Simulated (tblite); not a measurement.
A geometry optimisation, step by step.

C₄H₄Cl₂O₂.
Numbering: `[CH3:1][O:2]/[CH:3]=[C:4](/[Cl:5])[C:6](=[O:7])[Cl:8]` (hydrogens: H9, H10, H11 on C1; H12 on C3)

Computed with GFN2-xTB (tblite), gas phase: L-BFGS steps from a force-field or distance-geometry start until the largest atomic force falls under 0.01 eV/Å. 6 of its 72 geometries are shown.

Step 0: E = -756.1339 eV, largest atomic force 3.549 eV/Å
```
atom  x, y, z in Å  |  force x, y, z in eV/Å
C1     -2.068   -0.505   -0.147   -0.424   0.621   0.668
O2     -0.690   -0.370   -0.328    1.249   1.600   0.225
C3     -0.032    0.808    0.000   -1.852  -1.718  -0.533
C4      1.288    0.734    0.149    2.099  -0.491   0.191
Cl5     2.275    2.108    0.563   -0.375  -0.342  -0.179
C6      1.946   -0.577   -0.006   -1.652  -2.741  -0.819
O7      1.325   -1.615   -0.291    2.065   2.766   0.824
Cl8     3.697   -0.716    0.206   -0.567   0.444   0.033
H9     -2.350   -1.531   -0.460    0.287   0.675   0.256
H10    -2.268   -0.342    0.957   -0.334  -0.217  -1.117
H11    -2.578    0.246   -0.782   -0.200  -0.331   0.446
H12    -0.546    1.757    0.113   -0.297  -0.265   0.003
```

Step 14: E = -756.5688 eV, largest atomic force 0.288 eV/Å
```
atom  x, y, z in Å  |  force x, y, z in eV/Å
C1     -2.128   -0.417   -0.142    0.043   0.048  -0.009
O2     -0.734   -0.376   -0.343    0.158  -0.234  -0.055
C3     -0.037    0.691    0.001    0.049  -0.104   0.042
C4      1.312    0.620    0.109    0.067   0.014   0.024
Cl5     2.204    2.034    0.484   -0.003   0.270   0.042
C6      2.031   -0.635   -0.031    0.012  -0.058  -0.015
O7      1.571   -1.702   -0.287   -0.099  -0.063  -0.053
Cl8     3.765   -0.494    0.272    0.072   0.024   0.001
H9     -2.403   -1.420   -0.465   -0.192   0.099   0.093
H10    -2.371   -0.258    0.909   -0.063  -0.113   0.086
H11    -2.651    0.334   -0.734   -0.025   0.077  -0.149
H12    -0.557    1.623    0.199   -0.020   0.041  -0.008
```

Step 28: E = -756.6158 eV, largest atomic force 0.101 eV/Å
```
atom  x, y, z in Å  |  force x, y, z in eV/Å
C1     -2.144   -0.384   -0.137   -0.023   0.005  -0.008
O2     -0.740   -0.496   -0.272   -0.009   0.043   0.061
C3     -0.034    0.584    0.018    0.026   0.021   0.000
C4      1.317    0.586    0.112    0.047  -0.021   0.013
Cl5     2.102    2.083    0.464    0.022  -0.057  -0.010
C6      2.095   -0.633   -0.040    0.014  -0.017   0.003
O7      1.668   -1.710   -0.321    0.029   0.031  -0.001
Cl8     3.826   -0.426    0.272   -0.088   0.044  -0.023
H9     -2.557   -1.333   -0.468   -0.005  -0.029  -0.010
H10    -2.417   -0.209    0.907   -0.028  -0.021   0.023
H11    -2.545    0.425   -0.752    0.023   0.017  -0.034
H12    -0.570    1.515    0.190   -0.009  -0.017  -0.014
```

Step 43: E = -756.6213 eV, largest atomic force 0.042 eV/Å
```
atom  x, y, z in Å  |  force x, y, z in eV/Å
C1     -2.154   -0.383   -0.134    0.002   0.007  -0.007
O2     -0.745   -0.509   -0.195   -0.013   0.014   0.005
C3     -0.033    0.580    0.044   -0.004  -0.003   0.004
C4      1.319    0.577    0.127   -0.006   0.007  -0.003
Cl5     2.115    2.074    0.451   -0.011  -0.011  -0.012
C6      2.103   -0.635   -0.041   -0.041  -0.005  -0.007
O7      1.687   -1.713   -0.332    0.007   0.012   0.018
Cl8     3.830   -0.403    0.240    0.017   0.000  -0.007
H9     -2.558   -1.329   -0.490    0.011   0.010   0.002
H10    -2.485   -0.211    0.895    0.010  -0.005  -0.008
H11    -2.513    0.432   -0.769    0.020  -0.007  -0.006
H12    -0.566    1.519    0.179    0.008  -0.019   0.022
```

Step 57: E = -756.6227 eV, largest atomic force 0.016 eV/Å
```
atom  x, y, z in Å  |  force x, y, z in eV/Å
C1     -2.153   -0.382   -0.143   -0.004   0.005   0.004
O2     -0.744   -0.515   -0.162    0.004  -0.002  -0.009
C3     -0.034    0.576    0.072   -0.003   0.001   0.002
C4      1.319    0.578    0.130   -0.004  -0.002   0.004
Cl5     2.116    2.079    0.426    0.000   0.000   0.010
C6      2.099   -0.635   -0.040    0.014   0.005   0.005
O7      1.679   -1.718   -0.303   -0.008  -0.011   0.004
Cl8     3.834   -0.396    0.197    0.008   0.002  -0.012
H9     -2.549   -1.327   -0.510    0.000   0.000   0.002
H10    -2.513   -0.207    0.875   -0.001  -0.002   0.011
H11    -2.485    0.433   -0.789   -0.002   0.002  -0.015
H12    -0.568    1.511    0.222   -0.004   0.004  -0.007
```

Step 71: E = -756.6238 eV, largest atomic force 0.009 eV/Å
```
atom  x, y, z in Å  |  force x, y, z in eV/Å
C1     -2.153   -0.379   -0.154    0.001  -0.001   0.001
O2     -0.745   -0.516   -0.159    0.001   0.002   0.001
C3     -0.035    0.572    0.086    0.003   0.001  -0.003
C4      1.318    0.574    0.152    0.003   0.001  -0.002
Cl5     2.113    2.074    0.458   -0.003  -0.005   0.003
C6      2.100   -0.637   -0.028   -0.007  -0.002  -0.005
O7      1.676   -1.729   -0.243    0.003   0.005   0.002
Cl8     3.843   -0.377    0.101    0.002   0.000   0.002
H9     -2.549   -1.328   -0.510   -0.001   0.000   0.000
H10    -2.522   -0.188    0.857   -0.003   0.004   0.002
H11    -2.478    0.427   -0.818    0.000  -0.004  -0.002
H12    -0.569    1.508    0.233    0.000  -0.002   0.002
```

Q: Summarise the path.

A: The energy falls by 11.30 kcal/mol from step 0 to step 71; nine tenths of that is first reached at step 15. It falls at every step. The largest force goes from 3.549 to 0.009 eV/Å. Among the bonds O2–C3 changes most, from 1.389 to 1.322 Å; the atoms move by 0.261 Å rms after alignment.

What follows is the cost of the whole relaxation. The run took 0.48 s on an Arm Neoverse V1 with one thread (shared host).
